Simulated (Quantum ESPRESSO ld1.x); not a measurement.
The numbers below are computed, except where a source is named.
Question: This ld1.x (Quantum ESPRESSO 7.5) run is given with its output. Can the result be used, and if not, why?

```
 &input
    atom='Ca',
    iswitch=1,
    rel=0,
    lsd=1,
    dft='PZ',
    config='[Ar] 3d1 4s2',
    verbosity='high',
    prefix='ld1',
    max_out_wfc=37,
    file_charge='ld1.rho',
 /
```

```
     Program LD1 v.7.5 starts

     Message from routine scf:
     warning: convergence not achieved
     --------------------------- All-electron run ----------------------------

     atomic number is 20.00
     dft =PZ   lsd =1 sic =0 latt =0  beta=0.20 tr2=1.0E-14
     Exchange-correlation= PZ
                           (   1   1   0   0   0   0   0)
     mesh =1827 r(mesh) = 100.71228 a.u. xmin = -7.00 dx = 0.00800
     1 Ry =  13.60569312 eV

     n l     nl                  e(Ry)          e(Ha)          e(eV)
     1 0     1S 1( 1.00)    -286.956080921    -143.478040460  -3904.2363768
     2 0     2S 1( 1.00)     -29.105325985     -14.552662993   -395.9981336
     2 1     2P 1( 3.00)     -23.589108198     -11.794554099   -320.9461672
     3 0     3S 1( 1.00)      -2.524049175      -1.262024587    -34.3414385
     3 1     3P 1( 3.00)      -1.199025881      -0.599512940    -16.3135782
     3 2     3D 1( 1.00)      -0.000000000      -0.000000000     -0.0000000
     4 0     4S 1( 1.00)      -0.000000000      -0.000000000     -0.0000000
     1 0     1S 2( 1.00)    -286.956153381    -143.478076690  -3904.2373626
     2 0     2S 2( 1.00)     -29.089239772     -14.544619886   -395.7792695
     2 1     2P 2( 3.00)     -23.576341227     -11.788170614   -320.7724637
     3 0     3S 2( 1.00)      -2.461544333      -1.230772166    -33.4910168
     3 1     3P 2( 3.00)      -1.139589315      -0.569794657    -15.5049025
     3 2     3D 2( 0.00)      -0.000000000      -0.000000000     -0.0000000
     4 0     4S 2( 1.00)      -0.000000000      -0.000000000     -0.0000000

     final scf error:  2.8E-08 reached in 201 iterations

     Etot =   -1352.191257 Ry,    -676.095628 Ha,  -18397.499284 eV
     Total magnetization:    1.00 Bohr mag.

     Ekin =    1348.658112 Ry,     674.329056 Ha,   18349.428405 eV
     Encl =   -3220.642788 Ry,   -1610.321394 Ha,  -43819.077433 eV
     Eh   =     588.877788 Ry,     294.438894 Ha,    8012.090465 eV
     Exc  =     -69.084369 Ry,     -34.542184 Ha,    -939.940721 eV
```

Answer: No. The cycle did not converge: in the last iteration no bound solution was found for 3d up, 4s down, 4s up (the eigenvalue is printed as zero or positive). The species is Ca- with 21 electrons. In a local or semilocal functional the extra electron of a negative ion sees its own charge, the potential lacks the -1/r tail, and the highest level tends to rise to zero. The printed total energy is meaningless.
